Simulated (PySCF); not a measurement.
Caution: the restricted solution is unstable towards spin-unrestricted or complex orbitals, so a lower solution exists and this singlet may not be the ground state.  The multiplicity is imposed and other spin states were not computed.

Cartesian coordinates (Å):
```xyz
5

Os     0.0143     0.0709     0.0012
O      1.2899    -0.3360    -1.1573
H      1.8495    -0.8714    -1.7321
O     -1.3266     0.1536     1.1543
H     -2.0534    -0.1412     1.7157
```
Charge 0, spin multiplicity 1.

**Question.** Give the HOMO–LUMO gap, charge on the central atom (Mulliken), LUMO, dipole moment and total energy at the level TPSSh-D3(BJ)/def2-TZVP // r2SCAN-D4/def2-SVP (PySCF).

**Answer.** 
- HOMO–LUMO gap: 1.99 eV
- charge on the central atom (Mulliken): 0.31 e
- LUMO: -2.80 eV
- dipole moment: 1.61 D
- total energy: -6594.48 eV
